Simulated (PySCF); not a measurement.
Geometry:
```tsv
atom	x (Å)	y (Å)	z (Å)
Si1	-0.111	0.289	0.541
H2	-0.351	0.923	1.868
O3	1.500	0.130	0.242
C4	2.414	-0.619	1.031
C5	3.763	0.066	0.951
C6	2.448	-2.057	0.547
H7	2.077	-0.609	2.088
H8	4.111	0.088	-0.093
H9	4.512	-0.463	1.559
H10	3.690	1.103	1.310
H11	1.444	-2.502	0.605
H12	2.780	-2.092	-0.502
H13	3.141	-2.661	1.153
O14	-0.741	1.196	-0.680
C15	-0.096	2.224	-1.416
C16	-0.322	3.564	-0.738
C17	-0.634	2.188	-2.833
H18	0.988	2.012	-1.441
H19	-1.400	3.779	-0.670
H20	0.162	4.377	-1.301
H21	0.092	3.564	0.283
H22	-0.464	1.198	-3.280
H23	-1.718	2.383	-2.834
H24	-0.141	2.946	-3.460
O25	-0.815	-1.203	0.546
C26	-2.170	-1.467	0.875
C27	-2.240	-2.857	1.475
C28	-3.039	-1.309	-0.360
H29	-2.507	-0.738	1.641
H30	-1.897	-3.601	0.739
H31	-3.269	-3.108	1.771
H32	-1.593	-2.927	2.361
H33	-2.941	-0.294	-0.772
H34	-2.722	-2.024	-1.135
H35	-4.098	-1.495	-0.123
```

[PySCF: shielding tensors at B3LYP/pcSseg-1 (GIAO); PBE0-D3(BJ)/def2-SVP structure; relativity neglected; averaged over atoms made equivalent by symmetry, fast rotation or ring inversion; one conformer; no solvent model]

δ = σ(ref) − σ, references computed at the same level: 13C (179.24 ppm), 1H (31.38 ppm), 29Si (337.86 ppm) against TMS; H2O for 17O (334.04 ppm).

```csv
atoms,nucleus,count,δ (ppm)
C4/C15/C26,13C,3,67.9
H2,1H,1,4.55
H8/H9/H10/H11/H12/H13/H19/H20/H21/H22/H23/H24/H30/H31/H32/H33/H34/H35,1H,18,?
O3/O14/O25,17O,3,105.1
H7/H18/H29,1H,3,?
Si1,29Si,1,-64.8
C5/C6/C16/C17/C27/C28,13C,6,27.4
```

Fill in the missing shifts.

## Answers


- H7/H18/H29: 4.03 ppm, hydrogen on a carbon bonded to 2 C, O
- H8/H9/H10/H11/H12/H13/H19/H20/H21/H22/H23/H24/H30/H31/H32/H33/H34/H35: 1.22 ppm, hydrogen on a carbon bonded to C

Shifts are as computed. Against solution values, carbons near 30 ppm lie about +2 ppm off and those near 130 ppm about +6 ppm (rms about the fit 1.1 ppm; single classes can miss by 10 ppm). Of 1328 compounds with measured shifts, 309 miss one by over three times the rms of a fit or turn the order of signals round; such compounds aren't used in these exercises. Signals without a measured value on file couldn't be tested in this way. The averaged O atoms aren't alike in the static structure (σ from 220 to 237 ppm); the average presumes fast exchange among these sites. Experimental scales use liquid or dissolved standards, which lie at an offset from isolated H2O (liquid H2O: subtract about 36 ppm).
